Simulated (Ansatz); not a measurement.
## Energy profile

The step: BCl₃ ([Cl][B]([Cl])[Cl]) + HBr → BBrCl₂ ([Cl][B]([Cl])[Br]) + HCl; bonds formed: B1–Br6, Cl2–H5; bonds broken: B1–Cl2, H5–Br6 (atoms numbered as in the saddle structure below).

```json
{"atom": "B1", "x (Å)": "-0.4312", "y (Å)": "-0.2641", "z (Å)": "-0.1770"}
{"atom": "Cl2", "x (Å)": "0.9460", "y (Å)": "0.8200", "z (Å)": "-1.1243"}
{"atom": "Cl3", "x (Å)": "-0.3096", "y (Å)": "-1.9630", "z (Å)": "-0.6246"}
{"atom": "Cl4", "x (Å)": "-2.0010", "y (Å)": "0.5325", "z (Å)": "-0.2275"}
{"atom": "H5", "x (Å)": "1.2553", "y (Å)": "0.7885", "z (Å)": "0.3918"}
{"atom": "Br6", "x (Å)": "0.5407", "y (Å)": "0.0862", "z (Å)": "1.7614"}
```

Electronic energies by CCSD(T) at an estimated basis limit (MP2 extrapolated from triple and quadruple zeta, plus CCSD(T) − MP2 in triple zeta), on PBE0-D4/def2-TZVP structures; BHBrCl₃, singlet; no counterpoise correction. Ansatz 0.2.0; basis: def2-TZVPP and def2-QZVPP; cores frozen in the correlated methods. Filled d shells of the heavier atoms are correlated. The def2 sets are not built for correlating such inner shells, so the correlated values are less sure here. Extrapolation: Hartree–Fock as exp(−7.88 √X), correlation as X^−2.97.

Task: Give the profile in eV, counted from the separated reactants. (To be estimated.)

Result: By the calculation:
```tsv
point	eV
separated: BCl₃ (linked as [Cl][B]([Cl])[Cl]; B1, Cl2, Cl3, Cl4; singlet) + HBr (H5, Br6; singlet)	0.000
start structure	-0.094
saddle	1.034
end structure	-0.017
separated: BBrCl₂ (linked as [Cl][B]([Cl])[Br]; B1, Cl3, Cl4, Br6; singlet) + HCl (Cl2, H5; singlet)	0.073
```

The T1 diagnostic stays at or below 0.012.

For scale, one of the runs: CCSD(T)/def2-TZVPP, 219 basis functions, launched by `ansatz run in.yaml --threads 8 --pin off --events-out ev --progress --plain --max-ram 19148MiB`. Hardware: 8 CPU threads of an Arm Neoverse V1, shared host. Wall time 79 s; peak host memory 3.2 GiB.
